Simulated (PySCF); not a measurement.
## N(2+) (nitrogen, charge +2) across methods

[He] 2s2 2p1, 2P determinant. All numbers are calculated (PySCF 2.14, the non-relativistic Hamiltonian (point nucleus), in dyall-acv3z (15s9p4d2f, 76 functions)).

```csv
method,E (hartree),mean ε 2s α (eV),mean ε 2s β (eV),mean ε 2p α (eV),Σ⟨r²⟩ (bohr²),⟨S²⟩
LDA,-52.4803,-49.571,-47.587,-38.583,5.001,0.751
UHF,-52.82038,-58.750,-54.132,-48.037,4.968,0.754
TPSS,-52.9800,-50.234,-48.031,-39.451,4.942,0.752
PBE0,-52.9068,-52.185,-49.704,-41.260,4.958,0.752
PBE,-52.8952,-49.715,-47.783,-38.833,4.968,0.751
B97-3,-52.9577,-52.367,-49.939,-41.401,4.934,0.752
BP86,-52.9537,-49.788,-47.922,-38.893,4.952,0.751
r2SCAN,-52.9316,-50.360,-48.078,-39.775,4.955,0.753
revPBE,-52.9557,-49.727,-47.806,-38.836,4.964,0.751
```
